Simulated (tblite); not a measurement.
C8H13P.
Structure used (GFN2-xTB), in Å, numbered top down from 1:
```
atom  x, y, z in Å
C1     2.797    1.159    0.225
C2     1.680    0.189    0.428
C3     1.613   -1.039   -0.063
C4     0.406   -1.850    0.290
P5    -0.832   -0.649    1.012
C6    -1.432    0.030   -0.591
C7    -2.724   -0.500   -1.143
C8    -2.668    0.882   -0.581
C9     0.520    0.608    1.289
H10    3.584    0.721   -0.385
H11    2.431    2.060   -0.268
H12    3.218    1.455    1.185
H13    2.383   -1.481   -0.676
H14    0.656   -2.613    1.036
H15   -0.027   -2.364   -0.572
H16   -0.650    0.285   -1.301
H17   -2.814   -0.621   -2.213
H18   -3.247   -1.255   -0.574
H19   -2.719    1.721   -1.261
H20   -3.154    1.062    0.367
H21    0.811    0.607    2.345
H22    0.159    1.611    1.049
```

Computed with GFN2-xTB (tblite): harmonic, unscaled wavenumbers at the GFN2-xTB geometry, gas phase. This tight-binding method is rough: wavenumbers can miss measured ones by several per cent, in bad cases by 10 to 20. One conformer, not necessarily the lowest.

Harmonic wavenumbers (cm⁻¹): 43.7, 66.6, 125.5, 149.5, 201.1, 237.2, 262.7, 305.0, 341.3, 411.2, 474.8, 590.0, 649.1, 715.1, 747.4, 766.1, 805.9, 806.6, 841.0, 856.7, 884.4, 965.0, 982.6, 992.5, 1005.7, 1031.1, 1048.0, 1068.1, 1069.3, 1082.8, 1088.9, 1107.1, 1152.4, 1158.6, 1202.8, 1209.6, 1222.9, 1284.1, 1328.6, 1401.8, 1432.7, 1436.3, 1437.2, 1478.2, 1481.0, 1483.9, 1734.1, 2914.4, 2919.6, 2950.3, 2953.4, 2985.7, 2993.7, 3009.3, 3041.7, 3075.1, 3076.2, 3077.4, 3079.3, 3094.0.

A = 2531, B = 924.9, C = 842.3 MHz; mass 140.075 u (most abundant isotopes); point group C1, symmetry number 1.

Task: What is the zero-point energy?

Result: ½Σν̃ = 40668 cm⁻¹ = 486.50 kJ/mol.

Task: What is S at 350 K and 1 bar for an ideal gas of classical rigid rotors and harmonic oscillators?

Result: Translation 173.83, rotation 125.34, vibration 143.49: S = 442.7 J/(mol K).

Task: And Cp and H(350 K) − H(0)?

Result: Cp = 194.65 J/(mol K), of which vibrations give 161.40 (their classical limit is 60 R = 498.9); H(350 K) − H(0) = 38.42 kJ/mol without the zero-point energy, 26.77 from vibrations.

Task: Which modes carry the vibrational entropy at 350 K?

Result: 43.7 cm⁻¹: 22.60; 66.6 cm⁻¹: 19.11; 125.5 cm⁻¹: 13.91; 149.5 cm⁻¹: 12.49; 201.1 cm⁻¹: 10.13; 237.2 cm⁻¹: 8.85 J/(mol K); the other 54 give 56.40 together.

Task: How do the functions run with temperature in this model?

Result: 
```tsv
T (K)	S (J/(mol K))	Cp (J/(mol K))	H − H(0) (kJ/mol)	G − H(0) (kJ/mol)	ln q(vib)
50	247.4	53.7	2.09	-10.28	0.54
100	291.9	76.7	5.36	-23.83	1.69
298.15	413.7	167.4	29.03	-94.31	6.71
373.15	455.5	206.4	43.06	-126.91	8.67
500	524.2	263.8	73.02	-189.08	12.07
750	647.3	342.6	149.61	-335.90	18.84
1000	753.4	393.5	242.04	-511.32	25.32
```

q(vib) and H(0) count from the zero-point level.

Task: Blend soft modes into free rotors: weight 1/[1 + (100 cm⁻¹/ν̃)⁴] for the oscillator and the rest for a rotor with moment μB/(μ + B), μ = h/(8π²ν), B = 10⁻⁴⁴ kg m². What vibrational entropy results?

Result: 132.28 J/(mol K) in place of 143.49, which changes −T·S at 350 K by +3.92 kJ/mol.

Task: What must be added to the electronic energy to get the Gibbs energy at 350 K and 1 bar?

Result: ZPE + [H(350 K) − H(0)] − T·S = 486.50 + 38.42 − 154.93 = 369.99 kJ/mol.

Hindered rotation and anharmonicity are outside this model. Other conformers, if any are populated, would add a mixing term that is left out. The structure is chiral; the term R ln 2 for an equal mix with its mirror image is left out.
